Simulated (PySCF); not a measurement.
C₂H₅ClGe, SMILES [CH](=C)[GeH2][Cl]. The structure is a stationary point at PBE-D3(BJ)/def2-SVP. The structure was generated by enumeration, and PubChem lists no compound with its InChIKey, so it may never have been made. One conformer was computed; it need not be the lowest.

Computed equilibrium geometry at PBE-D3(BJ)/def2-SVP (PySCF confirms it by a frequency run) as a Z-matrix, and its point group (one conformer of several):
point group Cs.
```
C
C 1 1.3443
H 2 1.1035 1 121.73
H 2 1.1036 3 117.06 1 180.00
H 1 1.1058 2 120.09 3 0.00
Ge 1 1.9461 5 116.80 2 180.00
H 6 1.5511 1 112.47 5 62.64
H 6 1.5511 7 110.31 1 126.44
Cl 6 2.1888 7 107.04 8 116.13
```
Charge 0, spin multiplicity 1.
